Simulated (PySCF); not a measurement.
Stepwise substitution at one centre (In Cl-SH). All species are isolated molecules in the gas phase. One relaxed conformer stands for each flexible species; it need not be the lowest. Strings in code marks are SMILES.

The four lowest singlet excitations (Tamm–Dancoff). Computed with PBE0-D4/def2-TZVP in PySCF. Excitations are Tamm–Dancoff values on a coarser integration grid. The basis has no diffuse functions, so Rydberg states are missing or too high.

| state | energy (eV) | wavelength (nm) | oscillator strength |
|---|---|---|---|
| S1 | 5.17 | 240 | 0.000 |
| S2 | 5.29 | 234 | 0.000 |
| S3 | 5.29 | 234 | 0.000 |
| S4 | 5.37 | 231 | 0.054 |

Question: Say which member gives these states.
A. `[SH][In]([Cl])[Cl]` (H–S–In–Cl torsion 0°)
B. `[Cl][In]([Cl])[Cl]`
C. `[SH][In]([SH])[Cl]` (H–S–In–Cl torsion -180°, Cl–In–S–H torsion 0°)
D. `[SH][In]([SH])[SH]`

Answer: B, `[Cl][In]([Cl])[Cl]`
